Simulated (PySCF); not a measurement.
ClFH4N2Sn, SMILES [F][Sn]([NH2])([Cl])[NH2]. Coordinates come from a r2SCAN-D4/def2-SVP optimisation. The structure was generated by enumeration; whether it is a known compound was not checked. The def2 effective core potentials stand for the cores of Sn; spin–orbit coupling is left out. The values are those of a single conformer.

These are r2SCAN-D4/def2-SVP in PySCF 2.14.0 values and carry that method's errors.

Harmonic wavenumbers (cm⁻¹): 99, 112, 119, 145, 166, 170, 235, 371, 543, 556, 628, 657, 667, 863, 870, 1528, 1532, 3504, 3505, 3608, 3612. Rotational constants (GHz): 2.701, 1.708, 1.633; symmetry number 1.

**Question.** Work out the zero-point energy and the ideal-gas rigid-rotor harmonic-oscillator thermochemistry at 298.15 K and 1 atm.

**Answer.** ZPE = ½ Σ hcν = ½ × 23490 cm⁻¹ = 33.58 kcal/mol. H − E(el) = 39.58 kcal/mol. Entropy in cal/(mol K): translation 41.86, rotation 28.15, vibration 22.94, total 92.94. G − E(el) = 11.87 kcal/mol. Cp = 29.05 cal/(mol K). Modes under 150 cm⁻¹ make the vibrational entropy uncertain.
